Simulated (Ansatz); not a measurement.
Method: frozen-core CCSD(T)/cc-pVTZ // PBE0-D3(BJ)/def2-SVP (Ansatz, a quantum-chemistry and plane-wave program).

Ansatz 0.2 input:
```yaml
crystal:
  periodic: [false, false, false]
  atoms:
    - { symbol: Ga, position_ang: [-0.022076, -0.058125, 0.232573] }
    - { symbol: C, position_ang: [-0.972268, -1.788298, -0.019786] }
    - { symbol: H, position_ang: [-0.372761, -2.508007, -0.599944] }
    - { symbol: H, position_ang: [-1.94067, -1.657317, -0.528743] }
    - { symbol: H, position_ang: [-1.179763, -2.252531, 0.958895] }
    - { symbol: C, position_ang: [1.919831, -0.101676, 0.665324] }
    - { symbol: H, position_ang: [2.06552, -0.362535, 1.726999] }
    - { symbol: H, position_ang: [2.40144, 0.875768, 0.502084] }
    - { symbol: H, position_ang: [2.458924, -0.855238, 0.069039] }
    - { symbol: C, position_ang: [-1.081876, 1.526666, 0.803091] }
    - { symbol: H, position_ang: [-0.536266, 2.469689, 0.638701] }
    - { symbol: H, position_ang: [-1.305674, 1.464375, 1.881281] }
    - { symbol: H, position_ang: [-2.046569, 1.590135, 0.274525] }
    - { symbol: C, position_ang: [0.39873, 1.112072, -4.407279] }
    - { symbol: C, position_ang: [0.271723, 0.758537, -3.008818] }
    - { symbol: N, position_ang: [0.170505, 0.477179, -1.895881] }
    - { symbol: H, position_ang: [0.230238, 2.190575, -4.536953] }
    - { symbol: H, position_ang: [-0.342401, 0.558951, -5.001475] }
    - { symbol: H, position_ang: [1.406789, 0.860567, -4.76641] }
basis:
  gaussian: { orbitals: cc-pVTZ }
correlation:
  method: ccsd_t
```

Output:

```
Functional definition: HF
2214 factors; integrals over basis functions are off by at most 1.2e-3 eV
mean field evaluation 1: about -59154.8431 eV, gradient 5.1e1 eV
mean field evaluation 2: about -59155.0723 eV, gradient 5.1e1 eV
mean field evaluation 4: about -59161.6518 eV, gradient 8.1e0 eV
mean field evaluation 8: about -59161.8388 eV, gradient 4.1e-1 eV
mean field evaluation 16: about -59154.8432 eV, gradient 5.1e1 eV
mean field -59161.83949636 eV, -2174.1575001562 hartree, gradient 1.7e-6 eV, S^2 0.000000; 0 other end points of the search recorded, 0 dependent functions left out
15 core orbitals not correlated
reference -59161.83949636 eV, -2174.1575001562 hartree; 25, 25 occupied and 351, 351 virtual orbitals, 2214 factors
second order -33.78500093 eV of doubles, -0.00000000 eV of singles
cycle   1  -34.17758921 eV  change   -3.9e-1 eV  update   1.4e-1
cycle   2  -35.14539647 eV  change   -9.7e-1 eV  update   4.0e-2
cycle   3  -35.33219562 eV  change   -1.9e-1 eV  update   1.8e-2
cycle   4  -35.33024590 eV  change    1.9e-3 eV  update   4.5e-3
cycle   5  -35.33293455 eV  change   -2.7e-3 eV  update   2.1e-3
cycle   6  -35.33345986 eV  change   -5.3e-4 eV  update   5.4e-4
cycle   7  -35.33342285 eV  change    3.7e-5 eV  update   2.8e-4
cycle   8  -35.33351082 eV  change   -8.8e-5 eV  update   8.2e-5
cycle   9  -35.33353381 eV  change   -2.3e-5 eV  update   3.6e-5
perturbative correction -1.57406676 eV, -0.0578458866 hartree
Total energy: -59198.74709693 eV, -2175.5138294604 hartree
```

Cost: around 4 core-hours (rough).
